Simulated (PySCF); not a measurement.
C7H15BSi, SMILES CB(C)C#C[Si](C)(C)C.

Coordinates come from a B3LYP-D3(BJ)/def2-SVP optimisation. This is a generated structure with no PubChem entry under its InChIKey; it may be hypothetical.

All values below come from PySCF with TDA-CAM-B3LYP/def2-SVP.

Vertical excitations. The molecule is in vacuum.

| state | energy (eV) | λ (nm) | f | main pairs |
|---|---|---|---|---|
| S1 | 4.26 | 291 | 0.000 | HOMO→LUMO 94 % |
| S2 | 5.48 | 226 | 0.108 | HOMO−1→LUMO 68 %, HOMO→LUMO+1 23 % |
| S3 | 6.37 | 195 | 0.001 | HOMO−4→LUMO 69 %, HOMO−2→LUMO 12 %, HOMO−1→LUMO+1 10 % |
| S4 | 6.60 | 188 | 0.001 | HOMO−1→LUMO+1 77 % |
| S5 | 6.73 | 184 | 0.011 | HOMO−5→LUMO 90 % |
| S6 | 7.38 | 168 | 0.010 | HOMO−2→LUMO 79 %, HOMO−4→LUMO 13 % |
| T1 | 3.92 | 316 | 0 | HOMO→LUMO 91 % |
| T2 | 4.03 | 308 | 0 | HOMO−1→LUMO 82 % |
Triplets are in the Tamm–Dancoff approximation.
